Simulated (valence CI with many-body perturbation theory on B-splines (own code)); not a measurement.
Hyperfine factors and g values of Eu LIX

Calculated by valence CI with perturbative core correlation (CI+MBPT): three valence electrons over a frozen Dirac-Fock core [He], radial functions for each j: 11 s, 11 p, 9 d, 7 f, 5 g, 2 h, 1 i, with the one-electron correlation potential Σ1, the two-electron term Σ2, the three-electron term Σ3, Breit, model QED; selected CI, second order for the rest (own B-spline code, finite nucleus).

The last digits are not significant, and no measured levels were compared; by estimate large intervals hold to a few tenths of a per cent, small ones and those within an open d or f shell to about a per cent.

A/g_I is the dipole constant over the nuclear g factor μ/I (μ in nuclear magnetons, uniformly magnetised nucleus), B/Q the quadrupole constant per barn. Both hold the static response of the core; the bare values leave it out. Large factors of s and p1/2 electrons are usually good to 5 to 10 %; those of open d and f shells near neutrality can be off by tens of per cent, and small factors of p3/2, d and f electrons come from cancelling terms and can be off by a factor of two or in sign, in half-filled shells by more. B is blank for J = 1/2, where it vanishes, and for nearly pure S terms. Energies count from the lowest level.

Levels are named by their leading jj configuration (3d3/2^4 stands for four electrons in 3d with j = 3/2), which in mixed levels can hold well under half, so a name can repeat and another be missing. Letters in brackets count levels of one name in rising energy.

```
                     Level  E (Ry)      g  A/g_I (MHz)  A/g_I bare  B/Q (MHz/b)  B/Q bare
        (2s^2 2p1/2) J=1/2    0.00  0.631      3790000     3770000                       
        (2s 2p1/2^2) J=1/2   15.26  2.091     1.15e+07    1.14e+07                       
        (2s^2 2p3/2) J=3/2   52.05  1.308       509000      521000       987000    988000
(2s 2p1/2 2p3/2) J=3/2 [a]   62.71  1.637      2860000     2850000       777000    778000
    (2s 2p1/2 2p3/2) J=5/2   65.39  1.327      3380000     3360000       784000    785000
    (2s 2p1/2 2p3/2) J=1/2   69.71  1.250     -4140000    -4060000                       
(2s 2p1/2 2p3/2) J=3/2 [b]   69.82  0.973        39400       63400       546000    547000
     (2p1/2^2 2p3/2) J=3/2   85.86  1.332       467000      492000       938000    939000
        (2s 2p3/2^2) J=5/2  116.08  1.417      2750000     2740000       198000    199000
        (2s 2p3/2^2) J=1/2  122.62  1.908     1.17e+07    1.15e+07                       
        (2s 2p3/2^2) J=3/2  122.69  1.179     -1720000    -1680000      -147000   -147000
     (2p1/2 2p3/2^2) J=3/2  135.02  1.439      -178000     -144000        76600     76700
     (2p1/2 2p3/2^2) J=5/2  136.61  1.172      1150000     1160000        -3260     -3260
     (2p1/2 2p3/2^2) J=1/2  140.02  0.631      3800000     3770000                       
           (2p3/2^3) J=3/2  189.80  1.288       495000      516000     -1010000  -1020000
           (2s^2 3s) J=1/2  539.13  1.988      3440000     3410000                       
        (2s^2 3p1/2) J=1/2  544.29  0.666      1130000     1120000                       
   (2s 2p1/2 3s) J=1/2 [a]  549.34  2.362      6570000     6490000                       
       (2s 2p1/2 3s) J=3/2  551.01  1.546      6220000     6160000      -103000   -103000
   (2s 2p1/2 3s) J=1/2 [b]  552.85  0.721      5990000     5930000                       
(2s 2p1/2 3p1/2) J=1/2 [a]  553.70  0.267      -701000     -679000                       
    (2s 2p1/2 3p1/2) J=3/2  555.47  1.104      5520000     5460000      -107000   -107000
(2s 2p1/2 3p1/2) J=1/2 [b]  558.06  1.947     1.17e+07    1.16e+07                       
        (2s^2 3p3/2) J=3/2  559.75  1.327       227000      230000       286000    286000
        (2s^2 3d3/2) J=3/2  563.39  0.792       117000      117000        52700     53200
        (2p1/2^2 3s) J=1/2  567.55  1.887      2190000     2170000                       
        (2s^2 3d5/2) J=5/2  567.60  1.192        98600       98000        78400     79100
(2s 2p1/2 3p3/2) J=3/2 [a]  569.81  1.396       577000      575000       288000    288000
    (2s 2p1/2 3p3/2) J=5/2  571.83  1.324      3120000     3090000       174000    174000
     (2p1/2^2 3p1/2) J=1/2  571.91  0.629       625000      623000                       
(2s 2p1/2 3p3/2) J=3/2 [b]  572.03  1.245      1750000     1740000       145000    146000
(2s 2p1/2 3d3/2) J=3/2 [a]  572.66  0.564     -1010000     -997000        62600     63100
    (2s 2p1/2 3p3/2) J=1/2  572.78  1.419     -3750000    -3700000                       
    (2s 2p1/2 3d3/2) J=5/2  574.58  1.018      3040000     3000000       -40300    -39900
(2s 2p1/2 3d3/2) J=3/2 [b]  575.78  1.188      3070000     3040000        84400     84600
    (2s 2p1/2 3d3/2) J=1/2  576.28  0.443     -4490000    -4450000                       
(2s 2p1/2 3d5/2) J=5/2 [a]  577.70  1.314       832000      822000        63200     63800
    (2s 2p1/2 3d5/2) J=7/2  579.48  1.231      2240000     2220000       -54300    -53900
(2s 2p1/2 3d5/2) J=5/2 [b]  580.29  1.066       246000      246000       148000    148000
    (2s 2p1/2 3d5/2) J=3/2  580.32  1.095     -2840000    -2810000        24200     24600
```

(1) Take the isotope of mass number 153, with I = 5/2, μ = 1.5294 μN and Q = 2.41 b. What is the hyperfine structure of (2s 2p1/2^2) J=1/2?

## Answers

(1) From the table A = 7020000 MHz. Shifts from the centre of gravity in MHz: F = 2: -1.23e+07, F = 3: 8780000.
